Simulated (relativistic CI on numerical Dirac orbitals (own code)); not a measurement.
## Energy levels of Gd²⁷⁺

Computed by Dirac-Coulomb-Breit CI, KLI orbitals optimised for each configuration, model QED (radiative potential, 1s self-energy scaled to tabulated hydrogen-like ionisation energies), unscaled Slater integrals (own radial code, finite nucleus).

CI space (outside the closed core [Ar] 3d10): 4s²4p⁶4d, 4s²4p⁵4d², 4s²4p⁶4f, 4s4p⁶4d², 4s²4p⁵4d4f, 4s4p⁶4d4f, 4s²4p⁶5s, 4s²4p⁶5p, 4s²4p⁶5d, 4s²4p⁵4d5s, 4s²4p⁶5f, 4s²4p⁵4d5p, 4p⁶4d²4f, 4s²4p⁶5g, 4s4p⁶4f5s, 4s²4p⁶6s, 4s4p⁶4d5s, 4s²4p⁵4d5d, 4p⁶4d³, 4p⁵4d⁴, 4p⁵4d³4f, 4p⁶4d4f², 4p⁵4d²4f², 4p⁶4f³, 4p⁵4d4f³, 4p⁶4f²5s, 4s4p⁶4f², 4s4p⁵4f³. Double excitations out of closed p, d and f shells are left out; levels of such configurations are missing from the list, as are those of other unlisted configurations, and high levels can miss mixing partners. These lack a partner that the ground configuration has and come out too high: 4s²4p⁵4d5s, 4s²4p⁵4d5p, 4s²4p⁵4d5d, 4s²4p⁶5p, 4s²4p⁶5d.

The lowest level is 4s²4p⁶4d ²D3/2, with 99 % of that term; Hund's rules for 4s²4p⁶4d give ²D with J = 3/2, in agreement.

| No. | Configuration | Term | J | E (eV) | % | Next component (%) | Lifetime (s) |
| --- | --- | --- | --- | --- | --- | --- | --- |
| 1 | 4s²4p⁶4d | ²D | 3/2 | 0.000 | 99 | 1 4s²4p⁵4d4f ²D |  |
| 2 | 4s²4p⁶4d | ²D | 5/2 | 8.309 | 99 | 1 4s²4p⁵4d4f ²D | 3.09e-04 |
| 3 | 4s²4p⁵4d² | ⁴D° | 1/2 | 115.512 | 91 | 8 ²P° | 2.55e-09 |
| 4 | 4s²4p⁵4d² | ⁴D° | 3/2 | 116.025 | 59 | 19 ⁴F° | 4.69e-09 |
| 5 | 4s²4p⁵4d² | ⁴F° | 5/2 | 118.605 | 40 | 23 ⁴D° | 2.64e-09 |
| 6 | 4s²4p⁵4d² | ⁴G° | 7/2 | 120.392 | 41 | 25 ²G° | 2.37e-08 |
| 7 | 4s²4p⁵4d² | ⁴D° | 5/2 | 122.818 | 42 | 25 ⁴P° | 6.84e-09 |
| 8 | 4s²4p⁵4d² | ⁴D° | 7/2 | 124.893 | 55 | 26 ⁴F° | 1.28e-09 |
| 9 | 4s²4p⁵4d² | ⁴G° | 9/2 | 125.078 | 73 | 14 ⁴F° | 7.27e-04 |
| 10 | 4s²4p⁵4d² | ⁴P° | 3/2 | 125.172 | 41 | 16 ²P° | 5.79e-10 |
| 11 | 4s²4p⁵4d² | ²D° | 3/2 | 126.990 | 40 | 31 ⁴D° | 2.17e-10 |
| 12 | 4s²4p⁵4d² | ⁴P° | 5/2 | 127.220 | 45 | 32 ²F° | 2.86e-09 |
| 13 | 4s²4p⁵4d² | ⁴G° | 11/2 | 127.653 | 68 | 32 ²H° | 6.92e-03 |
| 14 | 4s²4p⁵4d² | ²G° | 7/2 | 129.419 | 46 | 29 ²F° | 7.39e-08 |
| 15 | 4s²4p⁵4d² | ⁴P° | 1/2 | 130.694 | 40 | 27 ²P° | 1.78e-08 |
| 16 | 4s²4p⁵4d² | ²F° | 7/2 | 132.519 | 45 | 29 ⁴D° | 6.92e-10 |
| 17 | 4s²4p⁵4d² | ²D° | 5/2 | 132.910 | 41 | 30 ⁴D° | 1.05e-10 |
| 18 | 4s²4p⁵4d² | ⁴F° | 9/2 | 133.940 | 48 | 42 ²G° | 2.92e-04 |
| 19 | 4s²4p⁵4d² | ²D° | 3/2 | 134.147 | 29 | 23 ⁴S° | 6.61e-10 |
| 20 | 4s²4p⁵4d² | ²H° | 11/2 | 134.821 | 68 | 32 ⁴G° | 2.34e-04 |
| 21 | 4s²4p⁵4d² | ²D° | 5/2 | 135.987 | 43 | 25 ²F° | 2.16e-10 |
| 22 | 4s²4p⁵4d² | ²F° | 7/2 | 136.599 | 41 | 35 ⁴D° | 5.85e-11 |
| 23 | 4s²4p⁵4d² | ²F° | 5/2 | 137.863 | 41 | 24 4s²4p⁶4f ²F° | 1.13e-11 |
| 24 | 4s²4p⁵4d² | ²G° | 9/2 | 139.140 | 58 | 27 ²H° | 1.13e-04 |
| 25 | 4s²4p⁵4d² | ²P° | 1/2 | 140.026 | 64 | 17 ⁴P° | 7.89e-11 |
| 26 | 4s²4p⁵4d² | ⁴F° | 3/2 | 140.946 | 34 | 33 ²D° | 5.96e-12 |
| 27 | 4s²4p⁵4d² | ²F° | 7/2 | 146.047 | 36 | 26 ⁴D° | 3.16e-11 |
| 28 | 4s²4p⁵4d² | ²P° | 1/2 | 148.794 | 42 | 40 ⁴D° | 3.10e-12 |
| 29 | 4s²4p⁵4d² | ²P° | 3/2 | 148.987 | 61 | 24 ²D° | 3.69e-10 |
| 30 | 4s²4p⁵4d² | ⁴F° | 5/2 | 152.843 | 29 | 25 ⁴D° | 3.83e-12 |
| 31 | 4s²4p⁵4d² | ²P° | 3/2 | 153.876 | 34 | 28 ⁴S° | 4.12e-12 |
| 32 | 4s²4p⁶4f | ²F° | 5/2 | 155.229 | 31 | 29 4s²4p⁵4d² ⁴G° | 1.82e-11 |
| 33 | 4s²4p⁶4f | ²F° | 7/2 | 159.270 | 60 | 25 4s²4p⁵4d² ²G° | 6.93e-12 |
| 34 | 4s²4p⁵4d² | ⁴G° | 7/2 | 166.982 | 43 | 27 ²G° | 1.17e-09 |
| 35 | 4s²4p⁵4d² | ²D° | 5/2 | 168.626 | 32 | 23 ²F° | 1.34e-11 |
| 36 | 4s²4p⁵4d² | ⁴D° | 3/2 | 169.647 | 39 | 32 ²D° | 8.27e-11 |
| 37 | 4s²4p⁵4d² | ⁴P° | 1/2 | 170.421 | 36 | 36 ²S° | 1.11e-09 |
| 38 | 4s²4p⁵4d² | ²G° | 9/2 | 171.130 | 42 | 35 ²H° | 1.59e-06 |
| 39 | 4s²4p⁵4d² | ²F° | 5/2 | 175.481 | 49 | 38 4s²4p⁶4f ²F° | 6.26e-13 |
| 40 | 4s²4p⁵4d² | ⁴D° | 7/2 | 176.435 | 35 | 33 ²F° | 3.50e-11 |
| 41 | 4s²4p⁵4d² | ²P° | 3/2 | 179.447 | 29 | 25 ²D° | 5.90e-11 |
| 42 | 4s²4p⁵4d² | ²G° | 9/2 | 179.808 | 46 | 30 ²H° | 1.43e-06 |
| 43 | 4s²4p⁵4d² | ²P° | 1/2 | 180.618 | 68 | 22 ⁴D° | 7.74e-13 |
| 44 | 4s²4p⁵4d² | ²D° | 5/2 | 181.472 | 38 | 36 ²F° | 1.96e-07 |
| 45 | 4s²4p⁵4d² | ²D° | 3/2 | 187.815 | 81 | 10 ²P° | 4.21e-13 |

Energies count from the lowest computed level; ° marks odd parity; lifetimes are radiative, by E1, M1, E2, M2, E3 decay to levels of this space only.

The mean weight of the leading LS term, summed over parents, in these 45 levels is 49 %, and that of the leading jj configuration (from the same eigenvectors) 82 %, so jj coupling describes them better and the LS labels are nominal.

At this charge energies of transitions that change n are usually good to better than 1 %, and those within a shell (Δn = 0) to a few per cent.

LS names give the leading component of a level, which can be under half, so a name can repeat, a term be missing and a line seem to break the LS rules.
